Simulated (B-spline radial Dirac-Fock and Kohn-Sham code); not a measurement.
**Dipole and non-dipole photoemission parameters of Ca⁺ 4s**

System: calcium as Ca⁺ in the configuration 1s2 2s2 2p6 3s2 3p6 4s1; threshold 11.66 eV (orbital energy of the model). Calculated with a radial atomic solver, using Dirac-Hartree-Slater photoionisation with a Latter tail; cross sections with all multipoles, angular parameters from the dipole term and its interference with E2.

```tsv
hν (eV)	σ (kb)	β	γ
88.6	27.3	2.000	0.140
96.6	24.6	2.000	0.138
134	16.2	2.000	0.114
216	7.84	2.000	0.045
225	7.33	2.000	0.039
234	6.87	2.000	0.032
272	5.33	2.000	0.009
300	?	?	?
399	2.74	2.000	-0.033
400	2.73	2.000	-0.034
495	1.86	2.000	-0.042
523	1.68	2.000	-0.042
624	1.21	2.000	-0.035
800	0.758	2.000	-0.004
1253.6	0.312	2.000	0.117
1310	0.285	2.000	0.134
1350	0.268	2.000	0.146
1760	0.154	2.000	0.270
1930	0.127	2.000	0.320
2000	0.117	2.000	0.341
2060	0.110	2.000	0.358
2410	0.0777	2.000	0.457
2984.4	0.0479	2.000	0.612
3700	0.0290	2.000	0.787
3800	0.0272	2.000	0.810
4000	0.0241	2.000	0.856
4580	0.0174	2.000	0.981
5010	0.0139	2.000	1.069
9500	0.00270	1.999	1.805
15000	0.000778	1.999	2.476
```

Question: Give the values at 300 eV.

Answer: σ = 4.51 kb, β = 2.000, γ = -0.004. For an s subshell δ is negligible.
